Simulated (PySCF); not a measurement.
C4H7N, SMILES NCCC#C, GFN2-xTB optimised geometry.

```
12

C      1.71     0.82    -2.17
C      1.34     0.25    -1.18
C      0.82    -0.41     0.00
C     -0.73    -0.41     0.00
N     -1.34     0.91     0.00
H      2.06     1.31    -3.03
H      1.19     0.12     0.89
H      1.18    -1.44     0.03
H     -1.08    -0.94    -0.89
H     -1.08    -0.94     0.89
H     -1.04     1.42    -0.82
H     -1.04     1.44     0.81
```

Density from PBE/def2-TZVP (PySCF 2.14.0) at that geometry.

Minimum of the electron density along straight lines between bonded atoms, close to the bond critical point (lines longer than 1.1 times the sum of covalent radii, or with two minima, are not listed):

```
bond    length / Å  ρ at the minimum / e bohr⁻³  ∇²ρ there / e bohr⁻⁵  position (fraction from the first atom)
------  ----------  ---------------------------  --------------------  ---------------------------------------
C1–C2        1.197                        0.420                     ?                                     0.49
C2–C3        1.448                        0.274                 -0.73                                     0.53
C3–C4        1.545                            ?                 -0.54                                     0.51
C4–N5        1.448                        0.273                     ?                                     0.42
C1–H6        1.049                        0.297                 -1.10                                     0.66
C3–H7        1.095                        0.274                 -0.91                                     0.64
C3–H8        1.093                        0.275                 -0.92                                     0.64
C4–H9        1.094                        0.281                 -0.96                                     0.64
C4–H10       1.094                        0.280                 -0.96                                     0.64
N5–H11       1.015                        0.336                 -1.57                                     0.73
N5–H12       1.015                        0.336                 -1.53                                     0.73
```

**Question.** Complete the blanks.

**Answer.** 
- C1–C2, ∇²ρ there / e bohr⁻⁵: -1.21
- C3–C4, ρ at the minimum / e bohr⁻³: 0.235
- C4–N5, ∇²ρ there / e bohr⁻⁵: -0.67
